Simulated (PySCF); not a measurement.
SMILES Bc1ccccc1F (C6H6BF), singlet (GFN2-xTB optimised geometry):

```
14

B     -1.456    -1.825    -0.001
C     -0.618    -0.524     0.000
C     -1.219     0.744     0.000
C     -0.480     1.911     0.001
C      0.906     1.856     0.000
C      1.546     0.629     0.000
C      0.782    -0.524     0.000
F      1.443    -1.700     0.000
H     -2.622    -1.749    -0.001
H     -0.932    -2.868    -0.002
H     -2.297     0.798     0.001
H     -0.980     2.868     0.001
H      1.488     2.765     0.000
H      2.622     0.554     0.000
```

Calculation: CAM-B3LYP/def2-TZVP in PySCF.

Task: What are the frontier orbital energies and the dipole moment?

Result: HOMO-2 -10.84 eV, HOMO-1 -9.18 eV, HOMO -8.65 eV, LUMO -1.12 eV, LUMO+1 0.68 eV; dipole moment 2.46 D.

Meta-Löwdin charges at CAM-B3LYP/def2-TZVP: B1 -0.02, C2 -0.13, C3 -0.07, C4 -0.14, C5 -0.08, C6 -0.16, C7 0.33, F8 -0.27, H9 0.01, H10 0.02, H11 0.12, H12 0.12, H13 0.13, H14 0.13.
